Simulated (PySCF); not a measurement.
F₅Si, charge -1. Atoms are numbered in the order given.

```xyz
6

F      0.0000     0.0000     1.6950
Si     0.0000     0.0000     0.0000
F     -1.6604     0.0000     0.0000
F      0.8302     1.4380     0.0000
F      0.8302    -1.4380     0.0000
F      0.0000     0.0000    -1.6950
```
Charge -1, spin multiplicity 1.

The structure is a stationary point at B3LYP-D3(BJ)/def2-SVPD.

Calculation: PySCF with B3LYP-D3(BJ)/def2-SVPD.

Frequencies are harmonic and unscaled.

Modes within 1.5 cm⁻¹ of each other (mostly degenerate sets) share a row, with their intensities summed.

| mode | ν (cm⁻¹) | IR (km/mol) | moving atoms (share of kinetic energy) |
|---|---|---|---|
| 1–2 | 133 | 0.3 | F 100 % |
| 3–4 | 388 | 0.0 | F 100 % |
| 5–6 | 423 | 72.3 | F 80 %, Si 20 % |
| 7 | 451 | 42.9 | F 83 %, Si 17 % |
| 8 | 524 | 0.0 | F 100 % |
| 9 | 670 | 0.0 | F 100 % |
| 10 | 823 | 407.0 | Si 60 %, F 40 % |
| 11–12 | 862 | 574.8 | Si 57 %, F 43 % |
